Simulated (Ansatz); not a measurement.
One change: `N[SiH](N)[SiH3]` becomes `N[SiH]([SiH3])Br`.

Ansatz, PBE0-D4/def2-TZVP geometries, multiplicity 1. Each molecule was computed in one conformer, which needn't be the lowest.

Scalar relativity is left out up to krypton. Spin–orbit coupling is left out; it splits and shifts lone-pair levels of the heavy atoms by tenths of an eV.

```json
{"property": "LUMO energy (ωB97M-V/def2-TZVPP) / eV", "`N[SiH](N)[SiH3]`": "1.88"}
{"property": "size of the dipole moment (ωB97M-V/def2-TZVPP) / D", "`N[SiH](N)[SiH3]`": "1.21"}
{"property": "HOMO energy (PBE/def2-TZVPP) / eV", "`N[SiH](N)[SiH3]`": "-5.64"}
{"property": "size of the dipole moment (B3LYP/def2-TZVPP) / D", "`N[SiH](N)[SiH3]`": "1.20"}
{"property": "HOMO–LUMO gap (ωB97M-V/def2-TZVPP) / eV", "`N[SiH](N)[SiH3]`": "10.93"}
{"property": "HOMO energy (ωB97M-V/def2-TZVPP) / eV", "`N[SiH](N)[SiH3]`": "-9.04"}
```

**Question.** Give the same properties after the change, and the shifts. (Estimate.)

**Answer.** Ansatz gave: 
| property | `N[SiH]([SiH3])Br` | shift |
| --- | --- | --- |
| LUMO energy (ωB97M-V/def2-TZVPP) / eV | 1.38 | -0.50 |
| size of the dipole moment (ωB97M-V/def2-TZVPP) / D | 2.09 | 0.88 |
| HOMO energy (PBE/def2-TZVPP) / eV | -6.50 | -0.86 |
| size of the dipole moment (B3LYP/def2-TZVPP) / D | 2.07 | 0.87 |
| HOMO–LUMO gap (ωB97M-V/def2-TZVPP) / eV | 11.21 | 0.28 |
| HOMO energy (ωB97M-V/def2-TZVPP) / eV | -9.83 | -0.79 |

With PBE0 the HOMO falls by 0.85 eV and the LUMO falls by 0.56 eV, so the gap widens by about 0.29 eV. PBE moves the HOMO by -0.86 eV and ωB97M-V by -0.79 eV. The zero-point energy changes by -64.3 kJ/mol with -6 modes. Dipoles are sizes alone; their direction can turn.

B3LYP here is the variant with VWN-RPA as its local correlation; programs differ in this.
